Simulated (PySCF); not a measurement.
# Working out the excitation energy of B

B [He] 2s2 2p1 (2P) → B [He] 2s1 2p1 3s1 (4P). Computed with PySCF 2.14 in aug-cc-pwCVTZ (7s6p4d2f, 59 functions), with no relativity, point nucleus. Frozen: nothing. Energies in hartree (1 hartree = 27.21139 eV):

```csv
part,B (lower),B (upper)
UHF,-24.532216,-24.235583
MP2 opposite-spin,-0.080910,-0.038162
MP2 same-spin,-0.005812,-0.008283
```

Task: What does Hartree-Fock give?

Result: (-24.235583) − (-24.532216) = 0.296633 hartree = 8.072 eV.

Task: What do MP2 and SCS-MP2 (6/5 opposite-spin, 1/3 same-spin) give?

Result: The opposite-spin parts differ by 1.163 eV and the same-spin parts by -0.067 eV. MP2: 8.072 + (1.163) + (-0.067) = 9.168 eV. SCS-MP2: 8.072 + 1.2 × (1.163) + (-0.067)/3 = 9.445 eV.

The upper state lies above the first ionisation limit, but in LS coupling its spin forbids autoionisation to the ground ion. A Rydberg-like electron needs more diffuse functions than a valence basis has.
